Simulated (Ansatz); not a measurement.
Stepwise reaction of `[F][Ti]([F])([F])[SH]` with hydrogen chloride, as a gas-phase model of exchange steps in deposition or etching. ΔE in kJ/mol; ΔG adds harmonic PBE0-D4 terms to CCSD(T)/CBS, at 1 bar.

Gas-phase electronic energies from Ansatz, PBE0-D4/def2-TZVP geometries. CCSD(T)/CBS is the MP2 limit (def2-TZVPP, def2-QZVPP) plus CCSD(T) − MP2 in def2-TZVPP, frozen cores. This one scheme is used for every species. DFT in def2-TZVPP. B3LYP here is the variant with VWN-RPA as its local correlation; programs differ in this. For Ti outer-core shells are correlated without core-valence functions, which leaves a few kJ/mol of doubt a bond. Scalar relativity is left out up to krypton. Each species was taken in one conformer, which may not be the lowest.

```csv
step,reaction,PBE-D4,B3LYP-D4,ωB97M-V,CCSD(T)/CBS,ΔG(600 K)
1,`[F][Ti]([F])([F])[SH]` + HCl → `[F][Ti]([F])([SH])[Cl]` + H–F,19.5,19.6,23.5,9.2,17.2
2,`[F][Ti]([F])([SH])[Cl]` + HCl → `[F][Ti]([SH])([Cl])[Cl]` + H–F,21.3,21.1,25.5,9.5,11.4
3,`[F][Ti]([SH])([Cl])[Cl]` + HCl → `[SH][Ti]([Cl])([Cl])[Cl]` + H–F,19.5,19.0,23.7,5.7,15.4
```

Question: By hand: ΔE of the 3 steps together at CCSD(T)/CBS.

Answer: (9.2) + (9.5) + (5.7) = 24.4 kJ/mol, or 8.1 kJ/mol a step.

In ΔE the steps differ by no more than 3.8 kJ/mol. All are uphill at CCSD(T)/CBS. ΔG lies between 11.4 and 17.2 kJ/mol a step. PBE-D4 differs from CCSD(T)/CBS by 10.3 to 13.8 kJ/mol a step. Isolated molecules leave out the surface, adducts and barriers. Largest T1 diagnostic: 0.026.
